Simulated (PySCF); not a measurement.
F3GeHSe. Atoms are numbered in the order given.

```xyz
6

F      1.6191    -1.2672     0.0000
Ge     0.0038    -0.6722     0.0000
F     -0.7859    -1.3767    -1.3601
F     -0.7859    -1.3767     1.3601
Se     0.0266     1.6480     0.0000
H     -1.4514     1.6651     0.0000
```
Charge 0, spin multiplicity 1.

Geometry: B3LYP-D3(BJ)/def2-SVP. The structure was generated by enumeration, and PubChem lists no compound with its InChIKey, so it may never have been made. The values are those of a single conformer.

Computed with PBE/def2-TZVP (PySCF).

Symmetry labels are those of the subgroup Cs that the program uses (full group Cs).

Computed valence orbital energies around the gap with their symmetry:
```json
[
 {"orbital": "HOMO−7", "symmetry": "A'", "energy (eV)": "-10.53"},
 {"orbital": "HOMO−6", "symmetry": "A\"", "energy (eV)": "-10.32"},
 {"orbital": "HOMO−5", "symmetry": "A'", "energy (eV)": "-10.31"},
 {"orbital": "HOMO−4", "symmetry": "A'", "energy (eV)": "-9.94"},
 {"orbital": "HOMO−3", "symmetry": "A\"", "energy (eV)": "-9.93"},
 {"orbital": "HOMO−2", "symmetry": "A\"", "energy (eV)": "-9.72"},
 {"orbital": "HOMO−1", "symmetry": "A'", "energy (eV)": "-9.06"},
 {"orbital": "HOMO", "symmetry": "A\"", "energy (eV)": "-7.12"},
 {"orbital": "LUMO", "symmetry": "A'", "energy (eV)": "-2.86"},
 {"orbital": "LUMO+1", "symmetry": "A'", "energy (eV)": "-1.67"},
 {"orbital": "LUMO+2", "symmetry": "A'", "energy (eV)": "-0.31"},
 {"orbital": "LUMO+3", "symmetry": "A\"", "energy (eV)": "-0.06"}
]
```
